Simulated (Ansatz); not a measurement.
Species: CH₂I, net charge 0, doublet state. It need not be the lowest isomer of its formula. 
Geometry from a B3LYP-D3(BJ)/def2-TZVP (Ansatz, a program for electronic structure) optimisation:
```xyz
4

C     -1.3014    -1.1848     0.0432
I      0.2107     0.1918    -0.0070
H     -1.6801    -1.4924     1.0033
H     -1.6775    -1.5644    -0.8918
```
Charge 0, spin multiplicity 2.

Basis-set convergence of Hartree-Fock and CCSD(T) correlation energies (hartree) with Ansatz. Correlated levels leave the core frozen unless marked. UHF or UKS for open shells. Spin-orbit coupling is left out. Frozen are the shells of the preceding noble gas and the d and f shells that filled before the atom's block. Past Kr the def2 sets carry scalar-relativistic core potentials.

```
basis       functions       E(HF)  E(corr, CCSD(T))
----------  ---------  ----------  ----------------
def2-SVP           50  -335.59847          -0.24927
def2-TZVPP        109  -335.65606          -0.32864
def2-QZVPP        199  -335.65942          -0.35712
```

Extrapolating the two largest sets (X = 3 and 4) as X^-3: E(corr) = (64·(-0.35712) - 27·(-0.32864))/37 = -0.3779 Eh, an estimate of the basis-set limit. The largest set recovers 94.5 % of it, the smallest 66.0 %.
